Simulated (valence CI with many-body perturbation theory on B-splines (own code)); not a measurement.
Values are calculated unless marked as measured or tabulated.
## In44+ in three bases

Level of theory: configuration interaction combined with many-body perturbation theory (CI+MBPT): three valence electrons over a frozen Dirac-Fock core [He], a basis of 9 s, 9 p, 8 d, 6 f, 3 g, 1 h functions for each j, with the one-electron correlation potential Σ1, the two-electron term Σ2, the three-electron term Σ3, Breit, model QED; selected CI, second order for the rest, scaled by the run's own slope (own B-spline code, finite nucleus).

The last digits are not significant, and no measured levels were compared; by estimate large intervals hold to a few tenths of a per cent, small ones and those within an open d or f shell to about a per cent.

The reference run has the lowest level (2s^2 2p1/2) J=1/2 and an ionisation energy of 7444.33 eV. Its largest variational space holds 9353 state functions.

Levels are named by their leading jj configuration (3d3/2^4 stands for four electrons in 3d with j = 3/2), which in mixed levels can hold well under half, so a name can repeat and another be missing. Letters in brackets count levels of one name in rising energy.

Changed runs:
A. basis 6 s, 6 p, 5 d, 3 f, 1 g
B. basis 5 s, 5 p, 4 d, 2 f

Excitation energies of the reference run in cm⁻¹, and shifts in cm⁻¹:

| Level | Reference | A | B |
| --- | --- | --- | --- |
| (2s 2p1/2^2) J=1/2 | 1136300 | -75 | -162 |
| (2s^2 2p3/2) J=3/2 | 1888170 | +1.7 | -30 |
| (2s 2p1/2 2p3/2) J=3/2 [a] | 2685170 | -164 | -499 |
| (2s 2p1/2 2p3/2) J=5/2 | 2915080 | +3.2 | -67 |
| (2s 2p1/2 2p3/2) J=3/2 [b] | 3277950 | +107 | +337 |
| (2s 2p1/2 2p3/2) J=1/2 | 3293550 | +48 | +196 |
| (2p1/2^2 2p3/2) J=3/2 | 4514530 | +1.6 | +93 |
| (2s 2p3/2^2) J=5/2 | 4721420 | -35 | -155 |
| (2s 2p3/2^2) J=1/2 | 5250920 | +67 | +317 |
| (2s 2p3/2^2) J=3/2 | 5259910 | +100 | +325 |
| (2p1/2 2p3/2^2) J=3/2 | 6180860 | -72 | -200 |
| (2p1/2 2p3/2^2) J=5/2 | 6327230 | +97 | +257 |
| Ionisation energy (eV) | 7444.33 | -0.011 | -0.06 |
